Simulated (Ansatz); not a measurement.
Cost and result for the atomization energy of C$_{2}$H$_{6}$CdO, SMILES `C[O][Cd][CH3]` (10 atoms, 9 bonds).

```xyz
10

C    -0.927   -1.319    1.810
O    -0.638    0.005    1.481
Cd    0.164    0.590   -0.227
C     1.003    1.356   -1.977
H    -1.648   -1.792    1.124
H    -1.376   -1.348    2.812
H    -0.036   -1.965    1.841
H     0.281    1.992   -2.488
H     1.289    0.538   -2.639
H     1.889    1.944   -1.737
```

Total charge 0; spin multiplicity 1. Correlated methods include outer-core shells of Cd, which these sets cover unevenly. Cd: def2 effective core potential. The geometry is a stationary point of PBE0-D4/def2-TZVP. It is one conformer, not always the lowest. Program: Ansatz. All runs use 4 threads of an Arm Neoverse V2 on a shared host. Times are those of one run each, without the atoms' runs, and a repeat can differ threefold. Electronic energies, without spin–orbit coupling; frozen cores. CCSD(T)/CBS adds CCSD(T) − MP2 in def2-TZVPP to the MP2 limit, and its time is that of the two runs behind it. T1 = 0.015. With those shells the extrapolation isn't a true limit.

CCSD(T)/CBS is a level of theory with its own doubt, some kJ/mol a heavy atom from the limit and from the frozen cores, so smaller differences don't rank the functionals.

```
                             level  functions  wall time
            LDA (SPW92)/def2-TZVPP        233      1.1 s
              revPBE-D4/def2-TZVPP        233      1.6 s
                PBE0-D4/def2-TZVPP        233      2.1 s
               BHLYP-D4/def2-TZVPP        233      2.4 s
           CAM-B3LYP-D4/def2-TZVPP        233      2.7 s
r2SCAN-D4/def2-TZVPP (with forces)        233      3.6 s
             r2SCANh-D4/def2-TZVPP        233      3.6 s
                 B97M-V/def2-TZVPP        233      7.5 s
  ωB97M-V/def2-TZVPP (with forces)        233      8.5 s
                  CCSD(T)/def2-SVP        103      8.5 s
                    MP2/def2-QZVPP        439       14 s
                CCSD(T)/def2-TZVPP        233    3.5 min
                 CCSD(T)/CBS(def2)          –    3.8 min
```

**Question.** What atomization energy does each give, and how far from CCSD(T)/CBS? (An estimate is asked.)

**Answer.** Computed: 
```
                             level  atomization (kcal/mol)  difference from CCSD(T)/CBS  per bond
            LDA (SPW92)/def2-TZVPP                   910.7                        118.0      13.1
              revPBE-D4/def2-TZVPP                   786.6                         -6.1      -0.7
                PBE0-D4/def2-TZVPP                   792.4                         -0.3       0.0
               BHLYP-D4/def2-TZVPP                   766.0                        -26.7      -3.0
           CAM-B3LYP-D4/def2-TZVPP                   796.4                          3.7       0.4
r2SCAN-D4/def2-TZVPP (with forces)                   796.7                          4.0       0.4
             r2SCANh-D4/def2-TZVPP                   791.1                         -1.6      -0.2
                 B97M-V/def2-TZVPP                   789.5                         -3.2      -0.4
  ωB97M-V/def2-TZVPP (with forces)                   795.7                          3.0       0.3
                  CCSD(T)/def2-SVP                   753.8                        -38.9      -4.3
                    MP2/def2-QZVPP                   795.1                          2.4       0.3
                CCSD(T)/def2-TZVPP                   773.0                        -19.7      -2.2
                 CCSD(T)/CBS(def2)                   792.7                          0.0       0.0
```

Leaving LDA and LC-ωPBE aside and taking each functional with its dispersion term where it has one, the values, not all of them listed here, spread over 41.0 kcal/mol, from BHLYP-D4 to PBE-D4. LDA lies +107.3 kcal/mol from PBE without D4, its usual overbinding. From r2SCAN to r2SCAN0 (25 % exact exchange), in def2-TZVPP and without D4, the atomization energy moves by −13.5 kcal/mol: exact exchange takes away binding that semilocal exchange gives to molecules. At CCSD(T), def2-SVP lies −39.0 kcal/mol from the extrapolated value and def2-TZVPP −19.7 kcal/mol: correlation converges slowly with the basis, and small sets miss more of it in the bonded molecule than in its fragments.
